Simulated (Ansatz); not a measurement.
`[OH][GeH2][C]#C[SiH3]` + `O[SiH2][TeH]` → `[OH][GeH2][TeH]` + `O[SiH2]C#C[SiH3]`  (redistribution)

Calculated with Ansatz (gas phase, PBE0-D4/def2-TZVP geometries, no zero-point term in ΔE). CBS: MP2 limit from def2 TZ/QZ plus the TZ coupled-cluster correction, frozen cores. Functionals use def2-TZVPP. Elements past krypton have def2 core potentials. For Ge, Te outer-core shells are correlated without core-valence functions, which leaves a few kJ/mol of doubt a bond. Scalar relativity is left out up to krypton. One conformer a species, not always the lowest.

`[OH][GeH2][C]#C[SiH3]`:

Cartesian coordinates in Å:
```
O 2.431 1.205 1.606
Ge 1.317 -0.163 1.808
C 0.062 -0.158 0.373
C -0.723 -0.155 -0.553
Si -1.909 -0.143 -1.940
H 2.807 1.246 0.724
H 2.080 -1.497 1.772
H 0.614 0.088 3.142
H -1.177 -0.365 -3.210
H -2.902 -1.227 -1.739
H -2.600 1.169 -1.984
```

`O[SiH2][TeH]`:

Z-matrix (Å, degrees):
```
Si
Te 1 2.499
O 1 1.643 2 113.5
H 1 1.478 2 108.1 3 116.6
H 1 1.485 2 106.3 3 -123.7
H 2 1.657 1 91.0 3 97.5
H 3 0.959 1 117.4 2 -44.3
```

`[OH][GeH2][TeH]`:

```xyz
7

O     1.706    0.114   -0.471
Ge    0.067   -0.563   -0.320
Te   -1.688    1.292   -0.155
H     1.852    0.848    0.131
H    -0.128   -1.354   -1.616
H    -0.041   -1.437    0.941
H    -1.768    1.100    1.489
```

`O[SiH2]C#C[SiH3]`:

```xyz
11

O     2.002    0.892    2.161
Si    1.757   -0.441    1.236
C     0.276   -0.253    0.177
C    -0.698   -0.120   -0.537
Si   -2.168    0.074   -1.603
H     2.052    1.741    1.720
H     2.903   -0.711    0.331
H     1.556   -1.563    2.176
H    -1.807   -0.268   -3.000
H    -3.241   -0.832   -1.125
H    -2.631    1.481   -1.535
```

Question: Is it downhill or uphill in electronic energy at CCSD(T)/CBS, and by how much? (An estimate is asked.)

Answer: Ansatz gave: Downhill: ΔE = -6.2 kcal/mol.

Question: What do these levels give: ωB97M-V, B2PLYP, r2SCAN, HF/def2-TZVPP, MP2/def2-TZVPP, CCSD(T)/def2-TZVPP? (An estimate is asked.)

Answer: Computed: ωB97M-V -6.7, B2PLYP -7.1, r2SCAN -7.3, HF/def2-TZVPP -7.2, MP2/def2-TZVPP -5.6, CCSD(T)/def2-TZVPP -5.6 kcal/mol.

Largest T1 diagnostic among the species: 0.012.

In def2-TZVPP, CCSD(T) changes the Hartree–Fock value by +1.6 kcal/mol (the triples alone add +0.1 kcal/mol) and MP2 by +1.6 kcal/mol.
